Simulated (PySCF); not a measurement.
CH10FNSi3, SMILES N([SiH3])[Si@@H](C)[SiH2]F.

Coordinates come from a B3LYP-D3(BJ)/def2-SVP optimisation. The structure was generated by enumeration; whether it is a known compound was not checked. One conformer was computed; it need not be the lowest.

All values below come from PySCF with PBE/def2-TZVP.

Isolated molecule, no solvent.

- total energy: -1066.73144 hartree
- highest occupied level: -6.00 eV
- lowest empty level: -1.58 eV
- orbital gap: 4.42 eV
- dipole moment: 0.464 e·Å
- quadrupole, principal values (traceless, Buckingham form, about the centre of nuclear charge): -4.94, -0.94, 5.88 D·Å
